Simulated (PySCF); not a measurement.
Compound: C₅H₁₀N₂Si.
SMILES with atom numbers: `[H]/[N:5]=[CH:4]/[C@H:3]([N:2]=[CH2:1])[C@H:6]1[CH2:7][SiH2:8]1`

NICS = −σ at a ghost point: NICS(0) at the centroid of the ring atoms, NICS(1) 1 Å to either side along the normal of their mean plane, zz for the tensor component along that normal. Level: GIAO PBE0/pcSseg-1 (PySCF, non-relativistic, gas phase) on the GFN2-xTB geometry, one conformer.

Ring bond lengths (Å), with Mayer bond orders in brackets: C6–C7 1.534 (0.89), C7–Si8 1.886 (0.96), Si8–C6 1.887 (0.91).

Task: What do the NICS probes read (ppm)?

Result: 
```csv
ring,type,NICS(0),"NICS(1), two faces","NICS(1)zz, two faces",rms pucker (Å),"centre to ring atoms, mean (Å)"
C6–C7–Si8,3-membered ring with Si; formal bonds all single,-26.9,-7.8 / -8.4,-14.9 / -17.9,0.00,1.02
```

Task: What do they say, and how far can they be read as aromaticity?

Result: 
- C6–C7–Si8: mean NICS(1)zz -16.4 ppm, shielded. C6, C7, Si8 have four or more neighbours; no verdict on aromaticity is drawn. NICS(0) lies 19 ppm below the mean NICS(1).

Task: At the first NICS(1) probe listed for ring C6–C7–Si8, 1 Å off the ring, what do the in-plane components average?

Result: The isotropic value is a third of the trace: (3 × -7.8 − (-14.9))/2 = -4.2 ppm.

Task: How shielded are the nuclei of the rings and their hydrogens (means over atoms taken as equivalent)?

Result: 
| atoms | environment | σ isotropic (ppm) | principal values of the symmetric part, first atom (ppm) |
| --- | --- | --- | --- |
| C6 | sp3 carbon bound to silicon | 163.6 | 121.5, 166.0, 203.3 |
| C7 | sp3 carbon bound to silicon | 185.3 | 156.0, 189.4, 210.6 |
| Si8 | SiH2 silicon | 491.5 | 388.4, 406.1, 679.9 |
| H on C6 | methine hydrogen | 29.95 | 24.7, 28.2, 37.0 |
| H on C7 | methylene hydrogen | 31.06 | 25.5, 26.4, 41.4 |
| H on C7 | methylene hydrogen | 31.42 | 26.6, 28.7, 39.0 |
| H on Si8 | Si–H hydrogen | 28.87 | 23.9, 26.9, 35.9 |
| H on Si8 | Si–H hydrogen | 28.96 | 23.8, 26.0, 37.1 |

Shape of the structure used: `[H]/[N:5]=[CH:4]/[C@H:3]([N:2]=[CH2:1])[C@H:6]1[CH2:7][SiH2:8]1`: C1–N2–C3–C4 135°, N2–C3–C4–N5 -152°, N2–C3–C6–C7 81°.
